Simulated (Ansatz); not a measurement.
A nudged elastic band was laid between two geometries of C3H6N2OSi (13 atoms, charge 0, multiplicity 1).

These are results of Ansatz 0.2.0, RKS PBE0-D4/def2-SVP, not measurements.

```yaml
movable_images: 5
climbing_image: yes
spring: 5.0 eV/Å²
optimiser: quadratic models (default)
start_path: through a guess of the saddle point
force_threshold: 0.05 eV/Å
iteration_limit: 60
end_points: relaxed
```

First end point:

```xyz
13
Properties=species:S:1:pos:R:3
C -0.854 -2.976 1.106
N 0.099 -2.787 0.300
Si 0.668 -1.291 -0.353
O -0.291 -0.027 0.274
C -0.088 1.215 -0.080
C 0.060 2.380 -0.377
N 0.286 3.659 -0.759
H -1.484 -2.166 1.525
H -1.107 -3.999 1.442
H 2.078 -1.083 0.067
H 0.527 -1.316 -1.832
H -0.473 4.084 -1.284
H 0.600 4.273 -0.013
```

Last end point:

```xyz
13
Properties=species:S:1:pos:R:3
C -0.819 -3.006 1.089
N 0.127 -2.774 0.286
Si 0.641 -1.248 -0.344
O -0.357 -0.029 0.305
C -0.191 1.229 -0.010
C -0.078 2.407 -0.269
N 0.008 3.733 -0.528
H -1.477 -2.224 1.519
H -1.037 -4.043 1.409
H 2.045 -0.996 0.071
H 0.496 -1.256 -1.823
H -0.198 3.995 -1.487
H 0.861 4.177 -0.203
```

(1) What changes between the two ends?

(2) What energy profile does the band end with?

(3) What is the geometry of the highest image?

(4) What are the harmonic wavenumbers there?

Answers

(1) No bond is made or broken. The height of N7 over the plane of its neighbours goes from 0.29 to -0.29 Å.

(2) The forces met the threshold. The highest image is number 3 of 0 to 6, 1.1 kcal/mol above the first end and 0.9 kcal/mol above the last; the last end lies 0.2 kcal/mol above the first. A vibrational analysis at the climbing image gives one clearly imaginary mode, 440i cm⁻¹: a first-order saddle point.

```json
{"image": "0", "path coordinate (Å)": "0.00", "energy (kcal/mol)": "0.0", "height of N7 over the plane of its neighbours (Å)": "0.29"}
{"image": "1", "path coordinate (Å)": "0.16", "energy (kcal/mol)": "0.0", "height of N7 over the plane of its neighbours (Å)": "0.28"}
{"image": "2", "path coordinate (Å)": "0.32", "energy (kcal/mol)": "0.5", "height of N7 over the plane of its neighbours (Å)": "0.16"}
{"image": "3", "path coordinate (Å)": "0.49", "energy (kcal/mol)": "1.1", "height of N7 over the plane of its neighbours (Å)": "0.00"}
{"image": "4", "path coordinate (Å)": "0.61", "energy (kcal/mol)": "0.8", "height of N7 over the plane of its neighbours (Å)": "-0.14"}
{"image": "5", "path coordinate (Å)": "0.74", "energy (kcal/mol)": "0.2", "height of N7 over the plane of its neighbours (Å)": "-0.25"}
{"image": "6", "path coordinate (Å)": "0.87", "energy (kcal/mol)": "0.2", "height of N7 over the plane of its neighbours (Å)": "-0.29"}
```

(3) 
```xyz
13
Properties=species:S:1:pos:R:3
C -0.834 -3.011 1.085
N 0.117 -2.786 0.286
Si 0.648 -1.262 -0.335
O -0.337 -0.034 0.320
C -0.149 1.215 -0.024
C -0.010 2.386 -0.312
N 0.148 3.673 -0.642
H -1.485 -2.223 1.514
H -1.066 -4.046 1.400
H 2.055 -1.030 0.083
H 0.504 -1.261 -1.814
H -0.344 4.074 -1.426
H 0.773 4.271 -0.122
```

(4) 440i, 36, 49, 119, 162, 171, 235, 247, 361, 397, 456, 483, 687, 706, 729, 751, 896, 947, 956, 1102, 1129, 1216, 1426, 1510, 1591, 1801, 2276, 2279, 2444, 3012, 3102, 3640, 3756 cm⁻¹.

Run time: 7.9 min on 2 threads of Arm Neoverse V1 (shared host), peak memory 0.35 GiB.
